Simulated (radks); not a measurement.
Values are calculated unless marked as measured or tabulated.
Question: Radial electron density D(r) = 4 pi r^2 rho(r) of an atom or ion with 8 electrons. Code: a radial shooting solver on a logarithmic mesh with Libxc functionals. Model: scalar-relativistic Kohn-Sham, r2SCAN, spin-polarised, spherical densities, finite nucleus; meta-GGA in the generalised Kohn-Sham scheme; Fermi nuclear charge, rms radius of each element as measured or else 0.836 A^(1/3) + 0.57 fm.

```
   r/bohr * D(r) (the largest magnitude, 13.3, reaches the edge; | marks zero)
 0.008505 |  *
 0.009513 |   *
  0.01073 |    *
  0.01209 |     *
  0.01363 |       *
  0.01537 |        *
   0.0172 |          *
  0.01939 |             *
  0.02186 |               *
  0.02465 |                  *
  0.02757 |                      *
  0.03108 |                         *
  0.03505 |                             *
  0.03951 |                                  *
  0.04455 |                                      *
  0.04983 |                                          *
  0.05618 |                                              *
  0.06335 |                                                  *
  0.07142 |                                                    *
  0.07989 |                                                      *
  0.09007 |                                                      *
   0.1016 |                                                     *
   0.1145 |                                                  *
   0.1291 |                                              *
   0.1444 |                                          *
   0.1628 |                                     *
   0.1836 |                                *
    0.207 |                             *
   0.2315 |                           *
    0.261 |                           *
   0.2943 |                            *
   0.3318 |                               *
   0.3741 |                                  *
   0.4185 |                                    *
   0.4718 |                                     *
    0.532 |                                    *
   0.5998 |                                 *
   0.6709 |                            *
   0.7564 |                       *
   0.8529 |                 *
   0.9616 |           *
    1.084 |       *
    1.213 |    *
    1.367 | *
    1.542 |*
    1.738 |*
    1.944 |*
    2.192 *
    2.472 *
    2.787 *
    3.142 *
    3.514 *
    3.963 *
    4.468 *
    5.037 *
    5.634 *
    6.353 *
```

What is the nuclear charge?

Answer: Z = 12. The innermost maximum, from 1s, lies near gamma/Z bohr with gamma = sqrt(1 - (Z/c)^2) = 0.996, here 0.083 bohr (found: 0.0865), and its height grows with Z. The density is that of the magnesium ion Mg4+ in [He] 2s1.75 2p4 3d0.25; the configuration itself is not fixed sharply by these data, and Z only to about a unit. D(r) has 2 maxima, at r = 0.0865, 0.476 bohr, and minima at 0.251 bohr, inside which lie 2.24 electrons.
